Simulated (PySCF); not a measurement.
`O=C(NC=C)CC(N)=O`, C₅H₈N₂O₂

Geometry (Å), atoms numbered from 1 in this order:
```xyz
17

C    -3.0813   -0.1868   -0.9993
C    -2.1093    0.6400   -0.6486
N    -0.9791    0.2364    0.0454
C     0.0577    1.0574    0.3336
O     0.1197    2.2282    0.0338
C     1.1707    0.3507    1.1179
C     1.6169   -0.8924    0.3750
N     2.8755   -0.8582   -0.1027
O     0.8828   -1.8470    0.2108
H    -3.0377   -1.2383   -0.7716
H    -3.9467    0.1654   -1.5275
H    -2.1235    1.6986   -0.8654
H    -0.8631   -0.7569    0.2295
H     0.7567    0.0474    2.0814
H     1.9863    1.0540    1.2769
H     3.2089   -1.6420   -0.6404
H     3.4586   -0.0445   -0.0245
```

Level of theory: PySCF 2.14.0, quadratic response CAM-B3LYP/def2-SVPD first hyperpolarisability, Taylor convention, gas phase. Geometry: GFN2-xTB.

**Question.** Give the tensor of the static β(0;0,0) in the axes of these coordinates.

**Answer.** In au, Taylor convention; rows are the first index (the induced dipole):
|  | xx | yy | zz | xy | xz | yz |
| --- | --- | --- | --- | --- | --- | --- |
| x | +27.4 | -69.1 | +14.4 | -49.5 | -24.7 | -31.3 |
| y | -49.5 | +36.7 | +7.0 | -69.1 | -31.3 | -5.7 |
| z | -24.7 | -5.7 | +21.5 | -31.3 | +14.4 | +7.0 |

Norm of βᵢ = ⅓ Σⱼ (βᵢⱼⱼ + βⱼᵢⱼ + βⱼⱼᵢ): 29.2 au, hyper-Rayleigh value 56.5 au.
